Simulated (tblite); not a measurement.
Record of a relaxation.

Species: C7H11O (doublet state).
Numbering: `[CH3:1][C:2]#[C:3][C@@H:4]([CH3:5])[C@@H:6]([CH3:7])[O:8]` (hydrogens: H9, H10, H11 on C1; H12 on C4; H13, H14, H15 on C5; H16 on C6; H17, H18, H19 on C7)
Bond orders are those of one Lewis drawing.

Computed with GFN2-xTB (tblite), gas phase: L-BFGS steps from a force-field or distance-geometry start until the largest atomic force falls under 0.01 eV/Å. 4 of its 154 geometries are shown.

Step 0: E = -666.4977 eV, largest atomic force 3.422 eV/Å
```
atom  x, y, z in Å  |  force x, y, z in eV/Å
C1      3.173   -1.129   -0.361   -0.392   0.997  -0.448
C2      1.871   -0.462   -0.113    1.711  -0.816  -0.347
C3      0.825    0.072    0.109   -1.823   0.904   0.322
C4     -0.473    0.769    0.352    2.191   0.369   0.972
C5     -0.482    2.134   -0.313    1.806   0.181  -1.408
C6     -1.637    0.015   -0.252   -3.075   1.347   0.665
C7     -1.819   -1.376    0.250   -1.117  -1.564   0.459
O8     -2.766    0.771    0.082    1.374  -0.920  -0.603
H9      2.978   -2.150   -0.695    0.119   0.052   0.317
H10     3.808   -1.075    0.536   -0.384  -0.244  -0.304
H11     3.732   -0.620   -1.192   -0.605  -0.260   0.679
H12    -0.589    0.882    1.460   -0.201  -0.288  -0.709
H13     0.221    2.832    0.187   -0.731  -0.257  -0.137
H14    -1.482    2.532   -0.480    0.278  -0.022   0.452
H15    -0.021    1.938   -1.328   -0.519   0.535   0.694
H16    -1.546    0.056   -1.341    0.267  -0.020  -0.299
H17    -2.877   -1.446    0.620    0.847  -0.058  -0.275
H18    -1.183   -1.673    1.096    0.016   0.141  -0.580
H19    -1.743   -2.060   -0.608    0.240  -0.077   0.549
```

Step 51: E = -667.1724 eV, largest atomic force 0.031 eV/Å
```
atom  x, y, z in Å  |  force x, y, z in eV/Å
C1      3.013   -1.184   -0.370    0.001  -0.003  -0.003
C2      1.779   -0.476   -0.130   -0.008  -0.006   0.000
C3      0.762    0.126    0.096   -0.015   0.017   0.000
C4     -0.452    0.854    0.310    0.001   0.024  -0.009
C5     -0.419    2.240   -0.314   -0.001   0.000   0.009
C6     -1.718   -0.002   -0.309    0.006  -0.001   0.014
C7     -1.701   -1.426    0.280   -0.001   0.000   0.000
O8     -2.803    0.680   -0.129   -0.003   0.007   0.013
H9      2.795   -2.214   -0.650    0.001  -0.023  -0.002
H10     3.627   -1.188    0.530   -0.002   0.001   0.019
H11     3.568   -0.707   -1.176    0.014   0.009  -0.020
H12    -0.691    0.913    1.375    0.003   0.008  -0.008
H13     0.322    2.856    0.195   -0.001  -0.017   0.002
H14    -1.396    2.706   -0.216    0.004  -0.027  -0.015
H15    -0.156    2.183   -1.369   -0.002   0.008   0.012
H16    -1.415   -0.023   -1.383   -0.009   0.004  -0.007
H17    -2.705   -1.668    0.620   -0.012  -0.006  -0.008
H18    -1.021   -1.514    1.124   -0.002   0.005   0.004
H19    -1.400   -2.147   -0.476    0.024   0.000  -0.001
```

Step 102: E = -667.2290 eV, largest atomic force 0.028 eV/Å
```
atom  x, y, z in Å  |  force x, y, z in eV/Å
C1      2.956   -1.240   -0.401    0.010  -0.001  -0.007
C2      1.752   -0.488   -0.150   -0.002  -0.009  -0.002
C3      0.755    0.144    0.087    0.011  -0.001   0.002
C4     -0.438    0.893    0.326   -0.009  -0.016  -0.008
C5     -0.426    2.248   -0.361    0.009  -0.003   0.006
C6     -1.741    0.028   -0.210    0.018   0.002   0.003
C7     -1.613   -1.421    0.276    0.004   0.007   0.001
O8     -2.809    0.667    0.148    0.002   0.008  -0.013
H9      2.695   -2.263   -0.673    0.013  -0.007   0.000
H10     3.578   -1.263    0.493    0.006  -0.004   0.008
H11     3.519   -0.789   -1.217    0.012   0.002  -0.011
H12    -0.625    0.995    1.398   -0.014   0.000  -0.005
H13     0.288    2.902    0.136    0.005   0.022   0.013
H14    -1.416    2.694   -0.306    0.003  -0.007   0.009
H15    -0.134    2.147   -1.404   -0.019   0.012  -0.006
H16    -1.562    0.074   -1.311   -0.022  -0.016  -0.008
H17    -2.523   -1.952    0.004   -0.003  -0.003   0.002
H18    -1.508   -1.458    1.357   -0.020   0.009   0.010
H19    -0.757   -1.907   -0.182   -0.004   0.003   0.006
```

Step 153: E = -667.2381 eV, largest atomic force 0.008 eV/Å
```
atom  x, y, z in Å  |  force x, y, z in eV/Å
C1      3.001   -1.209   -0.461    0.000   0.001   0.001
C2      1.776   -0.494   -0.196    0.001   0.002   0.001
C3      0.770    0.116    0.062    0.001   0.003   0.002
C4     -0.430    0.851    0.314    0.001   0.001   0.000
C5     -0.410    2.233   -0.317   -0.001  -0.001   0.000
C6     -1.728    0.006   -0.265    0.001   0.002  -0.001
C7     -1.701   -1.396    0.355   -0.005   0.006   0.000
O8     -2.792    0.711   -0.044    0.000   0.000   0.000
H9      2.774   -2.238   -0.739   -0.002   0.000   0.000
H10     3.628   -1.218    0.430    0.003  -0.003   0.000
H11     3.546   -0.734   -1.276   -0.001   0.002  -0.002
H12    -0.632    0.915    1.386    0.000  -0.004   0.000
H13     0.340    2.850    0.175    0.001  -0.002   0.002
H14    -1.387    2.696   -0.203   -0.002   0.000  -0.003
H15    -0.168    2.172   -1.376    0.002   0.002  -0.002
H16    -1.464   -0.048   -1.348   -0.001  -0.003  -0.001
H17    -2.512   -1.976   -0.078   -0.003  -0.002   0.001
H18    -1.865   -1.337    1.429    0.000   0.000   0.005
H19    -0.754   -1.892    0.159    0.003  -0.004  -0.004
```

Question: Summarise the path.

Answer: The energy falls by 0.7404 eV from step 0 to step 153; nine tenths of that is first reached at step 39. It falls at every step. The largest force goes from 3.422 to 0.008 eV/Å. Among the bonds C4–C6 changes most, from 1.512 to 1.653 Å; the atoms move by 0.443 Å rms after alignment.

Question: Follow the three bonds and two angles with the largest change from start to end.

Answer: 
```csv
step,E above end (eV),largest force (eV/Å),C4–C6 (Å),C6–O8 (Å),C3–C4 (Å),C6–C4–H12 (°),C4–C6–H16 (°)
0,0.7404,3.422,1.512,1.399,1.493,111.5,108.4
7,0.1481,0.227,1.656,1.296,1.431,102.6,98.0
13,0.1147,0.169,1.655,1.296,1.431,102.7,97.5
20,0.0904,0.129,1.638,1.298,1.435,103.6,98.9
27,0.0813,0.068,1.641,1.297,1.432,102.3,99.5
33,0.0776,0.066,1.649,1.295,1.431,102.6,99.7
40,0.0727,0.065,1.644,1.295,1.432,102.9,99.6
47,0.0669,0.049,1.646,1.295,1.432,102.7,99.2
53,0.0654,0.022,1.649,1.295,1.431,103.1,99.4
60,0.0637,0.086,1.648,1.295,1.430,103.1,99.4
67,0.0473,0.230,1.649,1.295,1.430,102.4,99.6
73,0.0331,0.223,1.649,1.296,1.433,102.9,100.2
80,0.0227,0.080,1.650,1.295,1.429,103.0,100.1
86,0.0177,0.073,1.654,1.293,1.429,102.5,100.5
93,0.0121,0.057,1.661,1.294,1.430,102.6,100.5
100,0.0095,0.029,1.653,1.295,1.429,103.4,99.9
106,0.0083,0.105,1.647,1.296,1.430,103.3,100.4
113,0.0065,0.036,1.654,1.295,1.429,103.2,100.8
120,0.0034,0.051,1.654,1.295,1.431,102.8,100.0
126,0.0016,0.037,1.651,1.296,1.430,103.1,100.5
133,0.0011,0.016,1.651,1.296,1.430,103.2,100.5
140,0.0009,0.022,1.651,1.295,1.430,103.2,100.6
146,0.0001,0.019,1.653,1.295,1.429,103.0,100.4
153,0.0000,0.008,1.653,1.295,1.430,103.2,100.3
```

The cost below is that of the whole relaxation. Time: 0.81 s wall. Hardware: one thread, Arm Neoverse V2 (aarch64), no GPU, shared host with 96 logical CPUs at a one-minute load of 50.
